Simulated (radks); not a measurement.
Results of a calculation; reference values are marked as such.
Cl3+, 14 electrons, occupied as [Ne] 3s2 3p2. Code: a radial shooting solver on a logarithmic mesh with Libxc functionals. Model: Dirac Kohn-Sham, exchange-only B88, spin-unpolarised, spherical densities, point nucleus; open shells fill j = l - 1/2 first.

Unscreened Slater integrals over Kohn-Sham orbitals (cm^-1). Large and small components are both included. Empty in this configuration: 3p3/2.

\begin{tabular}{lr}
integral & value \\ \hline
F0(3p1/2,3p1/2) & 130260 \\
F0(3p1/2,3s1/2) & 135420 \\
G1(3p1/2,3s1/2) & 90591 \\
F0(3p1/2,2p3/2) & 176240 \\
G2(3p1/2,2p3/2) & 13469 \\
F0(3p1/2,2p1/2) & 176360 \\
G0(3p1/2,2p1/2) & 13425 \\
F0(3p1/2,3p3/2) & 130030 \\
G2(3p1/2,3p3/2) & 66227 \\
F0(3s1/2,3s1/2) & 141300 \\
F0(3s1/2,2p3/2) & 187100 \\
G1(3s1/2,2p3/2) & 15051 \\
F0(3s1/2,2p1/2) & 187220 \\
G1(3s1/2,2p1/2) & 15047 \\
F0(3s1/2,3p3/2) & 135150 \\
G1(3s1/2,3p3/2) & 90371 \\
F0(2p3/2,2p3/2) & 495210 \\
F2(2p3/2,2p3/2) & 229840 \\
F0(2p3/2,2p1/2) & 496660 \\
G2(2p3/2,2p1/2) & 229950 \\
F0(2p3/2,3p3/2) & 175670 \\
F2(2p3/2,3p3/2) & 32679 \\
G0(2p3/2,3p3/2) & 13357 \\
G2(2p3/2,3p3/2) & 13473 \\
F0(2p1/2,2p1/2) & 498120 \\
F0(2p1/2,3p3/2) & 175790 \\
G2(2p1/2,3p3/2) & 13454 \\
F0(3p3/2,3p3/2) & 129800 \\
F2(3p3/2,3p3/2) & 66127 \\
\end{tabular}
